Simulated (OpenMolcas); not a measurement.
Au⁷⁺: effect of the active space

```json
{
 "Program": "OpenMolcas 26.06",
 "Method": "SS-CASPT2 or its RAS form, IPEA 0.25 Eh, imaginary shift 0.1 Eh",
 "Basis": "ANO-RCC-VQZP",
 "Scalar Hamiltonian": "DKH2, point nucleus",
 "Spin-orbit coupling": "state interaction with AMFI integrals over the reference wave functions, term energies averaged over their components"
}
```

A. 4 electrons in 5 orbitals (5d); 2S+1 = 5 even, 5 roots; 2S+1 = 3 even, 45 roots; 2S+1 = 1 even, 50 roots; closed shells correlated: 5s 5p; CASPT2 step about 100 core-seconds
B. 10 electrons in 8 orbitals (RAS1 5p, at most 2 holes; RAS2 5d); 2S+1 = 5 even, 5 roots; 2S+1 = 3 even, 45 roots; 2S+1 = 1 even, 50 roots; closed shells correlated: 5s; CASPT2 step about 3 core-minutes
C. 4 electrons in 10 orbitals (5d 6d); 2S+1 = 5 even, 5 roots; 2S+1 = 3 even, 45 roots; 2S+1 = 1 even, 50 roots; closed shells correlated: 5s 5p; CASPT2 step roughly 29 core-minutes

Energies in cm-1 above 5d4 5D1.

```csv
Level,A,B,C
5d4 5D1,0.0,0.0,0.0
5d4 5D2,7000,7080,6990
5d4 5D3,11550,11680,11560
5d4 3G3 [60 %],28490,28660,28370
5d4 3F2(1) [54 %],29240,29560,29140
5d4 3H5 [73 %],31620,31890,31590
5d4 3P1(1) [67 %],32050,32730,31930
5d4 3H6 [66 %],35000,35140,35030
5d4 3G4 [66 %],38640,39100,38610
5d4 3G5 [73 %],51580,52240,51710
5d4 3D1,52650,53280,52520
5d4 1I6 [66 %],54100,54460,54260
5d4 1S0(1) [65 %],60980,62040,61080
5d4 1F3 [53 %],63660,64210,63720
5d4 3F3(2) [75 %],76590,77000,76620
5d4 3P1(2),77020,77640,76910
5d4 3P0(2) [73 %],81150,82100,81040
5d4 1G4(2) [63 %],81790,82120,81790
5d4 1D2(2),98860,99110,98870
5d4 1S0(2),124780,124690,124790
```

A puts 5d4 5D0 [53 %] lowest. B puts 5d4 5D0 [52 %] lowest. C puts 5d4 5D0 [52 %] lowest.

Among A to C the level of the table that moves most is 5d4 1S0(1) [65 %], by 1100 cm-1 (lowest in A, highest in B). Moves below CASPT2's spread within the term are not significant.

CASPT2 does not keep the components of a term degenerate, so their means are used; among the terms shown or strongly mixed into the levels shown the widest spread is 350 cm-1 (5d4 3F(2), C). Active for correlation alone: 5p; no level in the range computed is led by a configuration that opens it, so any true level of that kind is missing (holds for B). The CASPT2 spread within a term exceeds the gap to the next term for 5d4 3P(2) and 5d4 3F(2), so the order of their levels is uncertain, and so are names and mixing where such terms share a J (holds for B). Active for correlation alone: 6d; no level in the range computed is led by a configuration that fills it, so any true level of that kind is missing (holds for C). Levels of configurations outside the active space are missing. Levels that lie high or do not pair safely by name in every column are left out.

A share in square brackets marks a mixed level and gives the weight of the term that names it, the lowest over the columns. A number in round brackets counts repeated terms of one configuration in the order of the reference energies.
